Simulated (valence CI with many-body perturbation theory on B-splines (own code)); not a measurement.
Forbidden lines of Lu66+

Level of theory: valence CI with perturbative core correlation (CI+MBPT): three valence electrons over a frozen Dirac-Fock core [He], a basis of 11 s, 11 p, 10 d, 8 f, 5 g, 2 h functions for each j, with the one-electron correlation potential Σ1 (screened to all orders), the two-electron term Σ2, the three-electron term Σ3, Breit, model QED; selected single and double excitations, second order for the rest, scaled by the run's own slope (own B-spline code, finite nucleus).

The last digits are not significant, and no measured levels were compared; by estimate large intervals hold to a few tenths of a per cent, small ones and those within an open d or f shell to about a per cent.

Lines 1 to 44 of 44 in falling wavelength, among levels below 1027.6 Ry, chosen from the decays that carry over 1 % of a level's rate. Wavelengths and rates use the calculated energies. Electric multipoles are in the length gauge with retardation, E1 and E2 with the static RPA response of the core. M1 uses the relativistic operator with retardation. S is in atomic units (e²a₀⁴ for E2 and M2, e²a₀⁶ for E3), for M1 in squared Bohr magnetons. Weak lines are less certain than strong ones. Lines between different terms over intervals too small for the method are left out, as are lines whose strength nearly cancels. The highest levels of a list are the least certain.

Levels are named by their leading jj configuration (3d3/2^4 stands for four electrons in 3d with j = 3/2), which in mixed levels can hold well under half, so a name can repeat and another be missing. Letters in brackets count levels of one name in rising energy.

```
λ vac (Å)                          Upper                       Lower  Type   A (s⁻¹)  S (a.u.)
    10.91     (2s 2p1/2 2p3/2) J=3/2 [a]          (2s 2p1/2^2) J=1/2    M1  8.59e+09  1.65e+00
    10.59         (2s 2p3/2 3d5/2) J=9/2      (2s 2p1/2 3d5/2) J=7/2    M1  7.97e+09  3.51e+00
    10.23             (2s^2 2p3/2) J=3/2          (2s^2 2p1/2) J=1/2    M1  7.98e+09  1.27e+00
    1.458     (2s 2p1/2 3p1/2) J=1/2 [a]  (2s 2p1/2 2p3/2) J=3/2 [a]    E2  1.88e+12  2.22e-05
    1.455             (2s^2 3p1/2) J=1/2          (2s^2 2p3/2) J=3/2    E2  2.39e+12  2.78e-05
    1.418         (2s 2p3/2 3p3/2) J=7/2          (2s 2p3/2^2) J=3/2    E2  7.57e+10  3.11e-06
    1.402         (2s 2p3/2 3p3/2) J=7/2          (2s 2p3/2^2) J=5/2    E2  8.20e+11  3.17e-05
    1.400     (2s 2p3/2 3p3/2) J=1/2 [b]          (2s 2p3/2^2) J=3/2    E2  1.43e+12  1.37e-05
    1.396             (2s^2 3p3/2) J=3/2          (2s^2 2p3/2) J=3/2    E2  1.20e+12  2.26e-05
    1.383     (2s 2p3/2 3p3/2) J=1/2 [b]          (2s 2p3/2^2) J=5/2    E2  4.65e+11  4.20e-06
    1.379         (2s 2p3/2 3d5/2) J=9/2          (2s 2p3/2^2) J=5/2    M2  6.04e+10  2.69e-06
    1.379         (2s 2p3/2 3d5/2) J=9/2          (2s 2p3/2^2) J=5/2    E3  3.66e+09  1.10e-06
    1.235         (2s 2p3/2 3p3/2) J=7/2      (2s 2p1/2 2p3/2) J=5/2    E2  6.05e+11  1.24e-05
    1.235         (2s 2p1/2 3p3/2) J=5/2          (2s 2p1/2^2) J=1/2    E2  1.34e+12  2.05e-05
    1.231         (2s 2p3/2 3p3/2) J=7/2  (2s 2p1/2 2p3/2) J=3/2 [a]    E2  9.75e+11  1.97e-05
    1.230     (2s 2p3/2 3p3/2) J=1/2 [b]  (2s 2p1/2 2p3/2) J=3/2 [b]    E2  1.37e+12  6.90e-06
    1.228             (2s^2 3p3/2) J=3/2          (2s^2 2p1/2) J=1/2    E2  1.47e+12  1.47e-05
    1.217         (2s 2p3/2 3d5/2) J=9/2      (2s 2p1/2 2p3/2) J=5/2    M2  2.26e+10  5.39e-07
    1.217         (2s 2p3/2 3d5/2) J=9/2      (2s 2p1/2 2p3/2) J=5/2    E3  3.38e+09  4.26e-07
    1.213         (2s 2p3/2 3d5/2) J=9/2  (2s 2p1/2 2p3/2) J=3/2 [a]    E3  6.79e+09  8.33e-07
    1.205  (2p1/2 2p3/2 3d3/2) J=5/2 [a]      (2s 2p1/2 2p3/2) J=1/2    E2  2.36e+12  3.21e-05
    1.203      (2p1/2 2p3/2 3d3/2) J=7/2  (2s 2p1/2 2p3/2) J=3/2 [b]    E2  3.31e+12  5.97e-05
    1.200         (2s 2p1/2 3d3/2) J=5/2          (2s^2 2p1/2) J=1/2    E2  4.37e+12  5.82e-05
    1.198          (2p1/2^2 3d3/2) J=3/2          (2s 2p1/2^2) J=1/2    E2  7.43e+12  6.53e-05
    1.195      (2p1/2 2p3/2 3d3/2) J=7/2      (2s 2p1/2 2p3/2) J=5/2    E2  3.41e+12  5.95e-05
    1.194          (2p3/2^2 3d5/2) J=7/2          (2s 2p3/2^2) J=3/2    E2  2.94e+12  5.09e-05
    1.192  (2p1/2 2p3/2 3d3/2) J=3/2 [a]  (2s 2p1/2 2p3/2) J=3/2 [a]    E2  5.17e+12  4.45e-05
    1.192  (2p1/2 2p3/2 3d3/2) J=5/2 [a]  (2s 2p1/2 2p3/2) J=3/2 [a]    E2  3.39e+12  4.37e-05
    1.192  (2p1/2 2p3/2 3d3/2) J=1/2 [a]  (2s 2p1/2 2p3/2) J=3/2 [a]    E2  6.77e+12  2.91e-05
    1.191      (2p1/2 2p3/2 3d3/2) J=7/2  (2s 2p1/2 2p3/2) J=3/2 [a]    E2  7.40e+11  1.27e-05
    1.184      (2p1/2 2p3/2 3d5/2) J=9/2      (2s 2p1/2 2p3/2) J=5/2    E2  7.82e+12  1.63e-04
    1.182  (2p1/2 2p3/2 3d5/2) J=7/2 [a]  (2s 2p1/2 2p3/2) J=3/2 [a]    E2  7.00e+12  1.15e-04
    1.182          (2p3/2^2 3d5/2) J=7/2          (2s 2p3/2^2) J=5/2    E2  4.82e+12  7.93e-05
    1.182          (2p3/2^2 3d5/2) J=9/2          (2s 2p3/2^2) J=5/2    E2  7.91e+12  1.63e-04
    1.181     (2s 2p3/2 3d5/2) J=7/2 [b]          (2s^2 2p3/2) J=3/2    E2  5.25e+12  8.62e-05
    1.036          (2p1/2^2 4f7/2) J=7/2       (2p1/2^2 2p3/2) J=3/2    E2  5.33e+12  4.53e-05
    1.036     (2s 2p1/2 4f7/2) J=7/2 [b]  (2s 2p1/2 2p3/2) J=3/2 [b]    E2  3.12e+12  2.65e-05
    1.035         (2s 2p1/2 4f7/2) J=5/2      (2s 2p1/2 2p3/2) J=1/2    E2  3.68e+12  2.34e-05
    1.030         (2s 2p1/2 4f7/2) J=9/2      (2s 2p1/2 2p3/2) J=5/2    E2  5.24e+12  5.41e-05
    1.029     (2s 2p1/2 4f7/2) J=7/2 [a]  (2s 2p1/2 2p3/2) J=3/2 [a]    E2  3.91e+12  3.22e-05
    1.027             (2s^2 4f7/2) J=7/2          (2s^2 2p3/2) J=3/2    E2  5.29e+12  4.32e-05
   0.9393     (2s 2p1/2 4f5/2) J=5/2 [b]          (2s 2p1/2^2) J=1/2    E2  2.97e+12  1.16e-05
   0.9393         (2s 2p1/2 4f5/2) J=3/2          (2s 2p1/2^2) J=1/2    E2  5.23e+12  1.36e-05
   0.9350             (2s^2 4f5/2) J=5/2          (2s^2 2p1/2) J=1/2    E2  4.10e+12  1.57e-05
```
